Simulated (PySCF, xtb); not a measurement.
CH7AlOP2, SMILES C[O][Al]([PH2])[PH2].

GFN2-xTB run with xtb at its own geometry gives an orbital gap of 2.89 eV and a dipole moment of 1.69 D.

Geometry optimised at PBE0-D3(BJ)/def2-SVP. The values are those of a single conformer.

Q: What does PBE/def2-TZVP run with PySCF give? (An estimate is asked for; the answer gives what the named calculation found.)

A: gap 4.24 eV (levels -5.85 and -1.61 eV), dipole 1.39 D.
